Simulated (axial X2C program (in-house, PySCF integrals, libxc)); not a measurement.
# What spin–orbit coupling does to NiO⁺

Calculated with an in-house relativistic program for diatomic molecules. Spin-free means the one-electron spin-free X2C Hamiltonian; two-component (2c) means X2C with spin–orbit coupling and atomic mean-field two-electron Coulomb and Gaunt terms, so the difference of the two also holds small scalar two-electron terms. Basis: Ni dyall-cv3z [9s9p6d3f2g], O dyall-av3z [7s6p3d2f] (cores contracted in-house); Gaussian nuclei, density fitting, unrestricted open shells. Masses: Ni 57.935 u, O 15.995 u.

Spin-free state: M_S = 3/2, Λ = 0 (beyond evenly filled blocks: σα, π+α, π-α); fragments Ni+ + O.

| level | Re (Å) | ωe (cm⁻¹) | De (eV) | μ (D) |
| --- | --- | --- | --- | --- |
| PBE0 | 1.617 | 723.9 | 2.416 | -3.40 |
| PBE | 1.608 | 845.5 | 3.902 | -3.13 |

Dipoles are positive if O is the positive end and refer to the centre of mass.

Two-component determinant lowest at the distance of the search:

Ω = 3/2 (⟨Sz⟩ = 1.50, ⟨Lz⟩ = 0.00 at PBE0); fragments Ni+ + O.

```
level  Re (Å)  ωe (cm⁻¹)  μ (D)
 PBE0   1.618      722.2  -3.39
  PBE   1.609      844.7  -3.13
```

(1) From the two tables, how do the constants change at the PBE0 level (2c against spin-free)?

The state is one determinant whose occupation by symmetry is held fixed; it was picked as the lowest of a PBE0 search that is not exhaustive. Dissociation energies refer to the lowest single-determinant-based atoms at the same level and basis. De is not given where an atomic determinant may have missed its ground term or J level, or where the truncated virtual space spoils (T). Density functionals use the spin component along the axis (collinear). PBE0 can misorder states that lie within some tenths of an eV, so this need not be the ground state of the molecule. The nearest other spin-free determinant of the search, M_S = 1/2, Λ = 0, lies 0.41 eV up at the distance of the search. The functionals have no current-density term, which raises determinants with orbital currents, atoms included. With several unpaired electrons one determinant need not be a pure state. This is the top spin component of a Σ state; components of lower Ω are not single determinants and can lie lower.

## Answers

(1) At the PBE0 level Re goes up by 0.001 Å and ωe drops by 1.7 cm⁻¹.
